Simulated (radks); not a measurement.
Question: All-electron atom: Co13+ in [Ne] 3s2 3p2 (the NIST ground configuration). All-electron calculation, scalar-relativistic Kohn-Sham, r2SCAN, spin-polarised, spherical densities, finite nucleus; open shells are filled with parallel spins first; meta-GGA in the generalised Kohn-Sham scheme; Fermi nuclear charge, rms radius 3.7875 fm. Program: a radial shooting solver on a logarithmic mesh with Libxc functionals. Some entries of the table are withheld. Estimate them.

orbital,occ.,eigenvalue (eV),r(max) (bohr),<1/r> (bohr^-1)
1s up,1,-8024.858,0.03679,27.03
1s down,1,-8022.499,0.03678,27.03
2s up,1,-1302.049,(1),(2)
2s down,1,-1300.866,(3),(4)
2p up,3,-1172.977,0.1712,5.753
2p down,3,-1170.568,0.1714,5.750
3s up,1,-434.2877,0.6165,2.162
3s down,1,-424.3745,0.6173,2.145
3p up,2,-393.7962,0.6077,(5)
3p down,0,-384.1634,0.6081,(6)

Answer: 
(1) 2s up r(max) (bohr): 0.2120
(2) 2s up <1/r> (bohr^-1): 5.882
(3) 2s down r(max) (bohr): 0.2122
(4) 2s down <1/r> (bohr^-1): 5.881
(5) 3p up <1/r> (bohr^-1): 2.079
(6) 3p down <1/r> (bohr^-1): 2.067
